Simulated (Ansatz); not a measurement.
Cost and result for the atomization energy of C2H4BI, SMILES `C=CBI` (8 atoms, 7 bonds).

The species carries charge 0 and has multiplicity 1. Correlated methods include outer-core shells of I, which these sets cover unevenly. I: def2 effective core potential. All single points use the PBE0-D4/def2-TZVP geometry. It is one conformer, not always the lowest. Program: Ansatz. All runs use 2 threads of an Intel Xeon Platinum 8223CL on a shared host. Times are those of one run each, without the atoms' runs, and a repeat can differ threefold. Electronic energies, without spin–orbit coupling; frozen cores. CCSD(T)/CBS adds CCSD(T) − MP2 in def2-TZVPP to the MP2 limit, and its time is that of the two runs behind it. T1 = 0.012. With those shells the extrapolation isn't a true limit. HSE06 is the plane-wave form, built on full-range PBE exchange.

CCSD(T)/CBS is a level of theory with its own doubt, some kJ/mol a heavy atom from the limit and from the frozen cores, so smaller differences don't rank the functionals.

```csv
level,functions,wall time
LDA (SPW92)/def2-TZVPP,199,1.3 s
revPBE-D4/def2-TZVPP,199,2 s
PBE-D4/def2-TZVPP (with forces),199,2.6 s
PBE0-D4/def2-TZVPP,199,3.1 s
HSE06-D4/def2-TZVPP,199,3.4 s
BHLYP-D4/def2-TZVPP,199,4 s
r2SCANh-D4/def2-TZVPP,199,4.3 s
CCSD(T)/def2-SVP,88,5 s
B2PLYP/def2-TZVPP,199,6.5 s
ωB97M-V/def2-TZVPP (with forces),199,11 s
MP2/def2-QZVPP,373,24 s
CCSD(T)/def2-TZVPP,199,80 s
CCSD(T)/CBS(def2),–,100 s
```

Task: What atomization energy does each give, and how far from CCSD(T)/CBS? (Best estimate.)

Result: Computed: 
```
                           level  atomization (kcal/mol)  difference from CCSD(T)/CBS  per bond
          LDA (SPW92)/def2-TZVPP                   825.3                        101.4      14.5
            revPBE-D4/def2-TZVPP                   726.3                          2.4       0.3
 PBE-D4/def2-TZVPP (with forces)                   744.0                         20.1       2.9
              PBE0-D4/def2-TZVPP                   732.6                          8.7       1.2
             HSE06-D4/def2-TZVPP                   733.3                          9.4       1.3
             BHLYP-D4/def2-TZVPP                   708.5                        -15.4      -2.2
           r2SCANh-D4/def2-TZVPP                   726.3                          2.4       0.3
                CCSD(T)/def2-SVP                   694.2                        -29.7      -4.3
               B2PLYP/def2-TZVPP                   719.9                         -4.0      -0.6
ωB97M-V/def2-TZVPP (with forces)                   724.7                          0.8       0.1
                  MP2/def2-QZVPP                   732.1                          8.2       1.2
              CCSD(T)/def2-TZVPP                   707.2                        -16.7      -2.4
               CCSD(T)/CBS(def2)                   723.9                          0.0       0.0
```

From BLYP to BHLYP (50 % exact exchange), in def2-TZVPP and without D4, the atomization energy moves by −12.9 kcal/mol: exact exchange takes away binding that semilocal exchange gives to molecules. The D4 term adds +6.1 kcal/mol with B3LYP and +3.2 kcal/mol with PBE0; it sums over pairs of atoms, weighted by their polarisabilities, and B3LYP, whose exchange is more repulsive, gets the larger term. In def2-TZVPP, CCSD(T) changes the Hartree–Fock value by +156.7 kcal/mol (the triples alone add +11.9 kcal/mol) and MP2 by +171.8 kcal/mol; breaking electron pairs costs correlation energy, which Hartree–Fock lacks.

B3LYP here is the variant with VWN-RPA as its local correlation; programs differ in this.

Spin–orbit coupling would lower the free I atoms strongly, and the atomization energy with them, by more than many differences here.
